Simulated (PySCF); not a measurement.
The dipole of `N#C[SiH]1SCCCS1` from its density and from atomic charges.

Coordinates (GFN2-xTB, Å) and charges (e) from the PBE0/pcSseg-1 density (PySCF):

```tsv
atom	x	y	z	Mulliken	IAO	Hirshfeld	ESP-fitted
N1	3.297	-0.026	-1.198	-0.2018	-0.1902	-0.1931	-0.3880
C2	2.617	0.433	-0.399	-0.1879	-0.1774	-0.0427	+0.2359
Si3	1.391	1.099	0.847	+0.7365	+0.7385	+0.3415	+0.2284
S4	-0.172	2.055	-0.265	-0.2307	-0.1649	-0.0766	-0.2168
C5	-0.968	0.581	-1.020	-0.3377	-0.3298	-0.0611	-0.2920
C6	-1.481	-0.439	-0.014	-0.2049	-0.2641	-0.0737	+0.1061
C7	-0.406	-1.351	0.560	-0.3379	-0.3297	-0.0608	-0.3162
S8	0.595	-0.590	1.899	-0.2306	-0.1650	-0.0765	-0.2131
H9	1.970	2.030	1.780	+0.0085	-0.0757	-0.0440	+0.0728
H10	-1.797	0.999	-1.589	+0.1723	+0.1717	+0.0555	+0.1920
H11	-0.255	0.133	-1.714	+0.1728	+0.1541	+0.0435	+0.1510
H12	-2.208	-1.073	-0.531	+0.1412	+0.1521	+0.0519	+0.0244
H13	-2.003	0.072	0.797	+0.1551	+0.1545	+0.0368	+0.0581
H14	-0.863	-2.216	1.040	+0.1723	+0.1717	+0.0555	+0.1962
H15	0.278	-1.699	-0.215	+0.1728	+0.1541	+0.0435	+0.1613
```

Question: Form Σ q r in debye for every column and set it beside the full dipole.

Answer: The full density gives (-3.43, -0.54, 0.55) D, 3.51 D in size; dipole vectors point from the negative to the positive end.

| scheme | μx | μy | μz | size (D) | share of the full size (%) | angle to the full dipole (°) |
| --- | --- | --- | --- | --- | --- | --- |
| Mulliken | -2.51 | 0.68 | 1.72 | 3.12 | 89 | 33 |
| IAO | -2.58 | 0.54 | 1.57 | 3.07 | 87 | 29 |
| Hirshfeld | -2.57 | 0.24 | 1.21 | 2.85 | 81 | 21 |
| ESP-fitted | -3.43 | -0.56 | 0.50 | 3.51 | 100 | 1 |

Question: Which set comes closest?

Answer: Length of the difference vector: ESP-fitted 0.05 D, Hirshfeld 1.33 D, IAO 1.70 D, Mulliken 1.92 D. Closest: ESP-fitted. ESP charges are fitted to the potential around the molecule, whose slowest-falling term is the dipole's. 

Question: What is left for the Hirshfeld atoms' own dipoles?

Answer: The shares of the density sum to the whole, so what Σ q r misses lies in dipoles about the nuclei. The atomic dipoles sum to (-3.43, -0.54, 0.55) − (-2.57, 0.24, 1.21) = (-0.86, -0.78, -0.66) D, 1.33 D in size.

Question: With the origin at the mean of the coordinates, (0.000, 0.001, -0.001) Å, which are the largest single terms, by size, of the Mulliken dipole along the direction of the full one?

Answer: Si3 -4.92, N1 +3.30, C2 +2.42, H13 +1.54, H12 +1.52 D; all 15 atoms together +2.62 D. The single terms depend on the origin, their sum doesn't.

Question: Give the size of the full dipole in other units.

Answer: 3.51 D = 1.382 au = 0.731 e·Å = 11.71 × 10⁻³⁰ C·m.

One conformer (not necessarily the lowest) at the GFN2-xTB geometry, without solvent, vibrations or thermal averaging.
